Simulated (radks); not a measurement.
Effect of the nuclear size on the rubidium ion Rb+, [Kr]. Method: Dirac Kohn-Sham, BLYP, spin-unpolarised, spherical densities, finite nucleus; Fermi nuclear charge, rms radius 4.2036 fm; computed with a radial shooting solver on a logarithmic mesh with Libxc functionals. The rms radius is varied about that value; shifts are against it.

rms radius (fm)  total energy shift (eV)  density at nucleus (e/bohr^3)  1s1/2 shift (meV)  2s1/2 shift (meV)  3s1/2 shift (meV)  3p1/2 shift (meV)  4s1/2 shift (meV)
3.3965                            -0.252                      5.596e+04               -107              -10.9              -1.76              0.160             -0.219
4.0397                           -0.0550                      5.514e+04              -23.3              -2.39             -0.386              0.035             -0.048
4.2036                                 0                      5.496e+04              0.000              0.000              0.000              0.000              0.000
4.3928                            0.0660                      5.475e+04               28.0               2.87              0.463             -0.042              0.057
4.9224                             0.265                      5.423e+04                112               11.5               1.86             -0.169              0.231

Slopes of the eigenvalues against <r^2> in GHz/fm^2, as finite differences over the two radii next to the reference (eigenvalue slopes, not the field-shift constants of lines): 1s1/2 4170, 2s1/2 427, 3s1/2 68.9, 3p1/2 -6.27, 4s1/2 8.56.
